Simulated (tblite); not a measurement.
Species: C6H16OSSi.
Numbering: `[CH3:1][CH2:2][SiH2:3][C@@H:4]([CH3:5])[CH2:6][S@:7]([CH3:8])=[O:9]` (hydrogens: H10, H11, H12 on C1; H13, H14 on C2; H15, H16 on Si3; H17 on C4; H18, H19, H20 on C5; H21, H22 on C6; H23, H24, H25 on C8)

Computed geometry: GFN2-xTB, gas phase.

Give the optimised bond lengths and angles.

```
                  bond  length (Å)
                 C1–C2       1.524
                C2–Si3       1.906
                Si3–C4       1.914
                 C4–C5       1.527
                 C4–C6       1.518
                 C6–S7       1.850
                 S7–C8       1.854
                 S7=O9       1.463
C1–H10, C1–H11, C1–H12       1.088
                C2–H13       1.091
                C2–H14       1.092
               Si3–H15       1.464
               Si3–H16       1.471
                C4–H17       1.094
C5–H18, C5–H19, C5–H20       1.088
                C6–H21       1.090
                C6–H22       1.091
C8–H23, C8–H24, C8–H25       1.084
```

Bonds in one row agree within 0.01 Å and their mean is given. A selection of angles:
```
      angle  degrees
  C2–C1–H10    110.5
  C2–C1–H11    111.2
 H10–C1–H11    108.3
  C1–C2–Si3    111.9
  C1–C2–H13    108.7
  C1–C2–H14    108.6
 Si3–C2–H13    110.4
 Si3–C2–H14    110.4
 H13–C2–H14    106.6
  C2–Si3–C4    110.1
 C2–Si3–H15    109.5
 C2–Si3–H16    109.5
 C4–Si3–H15    111.4
 C4–Si3–H16    106.5
H15–Si3–H16    109.7
  Si3–C4–C5    112.4
  Si3–C4–C6    112.3
 Si3–C4–H17    107.0
   C5–C4–C6    110.0
  C5–C4–H17    108.1
  C6–C4–H17    106.8
  C4–C5–H18    110.8
  C4–C5–H20    110.5
 H18–C5–H19    108.0
   C4–C6–S7    108.9
  C4–C6–H21    111.8
  C4–C6–H22    111.3
  S7–C6–H21    106.3
  S7–C6–H22    108.8
 H21–C6–H22    109.5
   C6–S7–C8     95.1
   C6–S7–O9    106.0
   C8–S7–O9    105.7
  S7–C8–H23    107.9
  S7–C8–H24    109.0
 H23–C8–H24    109.6
 H24–C8–H25    111.3
```

Dihedral angles: C1–C2–Si3–C4 173° (antiperiplanar); C2–Si3–C4–C5 -71° (synclinal); Si3–C4–C6–S7 55° (synclinal); C4–C6–S7–C8 162° (antiperiplanar).

Si3 (SiH2 silicon) is tetrahedral (angles from 106.5° to 111.4°). Of the pairs four or more bonds apart, O9···H17 is among the closest relative to their van der Waals radii: 2.62 Å, 96 % of the sum of Bondi's values. S7 (sulfinyl sulfur) is pyramidal (angles 106.0°, 105.7° and 95.1°, sum 306.9°, 0.73 Å off the plane of its three neighbours).

Point group: C1 (no symmetry element, even within 0.4 Å). Its GFN2-xTB frequencies are all real (lowest 18 cm⁻¹). One conformer, not necessarily the lowest. 3 starts were optimised and ended at 0.00, 0.29 and 1.58 kcal/mol (GFN2-xTB); the lowest of these is shown.
